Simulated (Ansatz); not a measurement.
SiCl4. Charge 0, multiplicity 3. Geometry PBE-D4/def2-SVP, that of the neutral singlet; atoms count from 1.

```xyz
5

Si   -0.001   -0.001    0.000
Cl    1.572   -1.317   -0.072
Cl   -1.326   -0.433   -1.506
Cl    0.701    1.913   -0.235
Cl   -0.946   -0.163    1.813
```

At PBE0-D4/def2-TZVP a singlet of charge 0 lies 6.84 eV below the triplet at the same geometry.

(1) Estimate the Mulliken populations from the PBE0/def2-TZVP orbitals of Ansatz.

(2) Where does the spin sit?

(3) And the Mayer bond orders between heavy atoms (over 0.3)?

## Answers

(1) 
```json
{"atom": "Si1", "charge (e)": "0.41", "spin (α − β)": "0.52"}
{"atom": "Cl2", "charge (e)": "-0.10", "spin (α − β)": "0.37"}
{"atom": "Cl3", "charge (e)": "-0.10", "spin (α − β)": "0.37"}
{"atom": "Cl4", "charge (e)": "-0.10", "spin (α − β)": "0.37"}
{"atom": "Cl5", "charge (e)": "-0.10", "spin (α − β)": "0.37"}
```
Mulliken values depend strongly on the basis.

(2) Summed by element: Si 0.52, Cl 1.48, of 2 unpaired in all. Largest on single atoms: Si1 0.52, Cl3 0.37, Cl5 0.37.

(3) Si1–Cl2 0.99 (2.05 Å); Si1–Cl3 0.99 (2.05 Å); Si1–Cl4 0.99 (2.05 Å); Si1–Cl5 0.99 (2.05 Å).
